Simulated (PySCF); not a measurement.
**Polarisability and C₆ of La (lanthanum, neutral)**

[Xe] 5d1 6s2, 2D determinant. Calculation: PySCF 2.14, in x2c-TZVPPall with one added diffuse shell each of s, p, d type (12s8p8d3f1g, 106 functions); scalar relativity by spin-free X2C-1e. Coupled (time-dependent) response in atomic units; α is the mean over directions.

```json
{"method": "PBE", "mean α (bohr³)": "188.3", "α xx, yy, zz": "184.5, 184.5, 195.8", "C₆ (like pair)": "3115", "S(−4)": "18240"}
```

S(−4) is the Cauchy moment in α(ω) = α(0) + S(−4) ω² + …

Reference α: 215 ± 20 bohr³ (recommended; Schwerdtfeger and Nagle, table of static dipole polarizabilities (2023 update)). Published C₆: 3730 (Gould and Bucko (2016)).

Spin-orbit coupling is absent.

α(iu) at PBE:

```csv
u (hartree),α(iu) (bohr³)
0,188.3
0.0500,153.0
0.100,102.6
0.200,50.89
0.300,31.58
0.500,17.18
0.750,10.45
1.00,7.197
1.50,4.102
2.00,2.694
3.00,1.466
5.00,0.6663
```

The components differ because the open shell of this determinant is not spherical; for a pure term their mean is the scalar polarisability.

⟨L²⟩ = 8.74 against 6 for a pure D term, so this real determinant mixes terms. Spin-orbit coupling, absent here, splits the open shell strongly. ⟨S²⟩ = 1.43 against 0.75 shows spin contamination. The s, p, d and f populations moved away from the nominal configuration during the SCF.
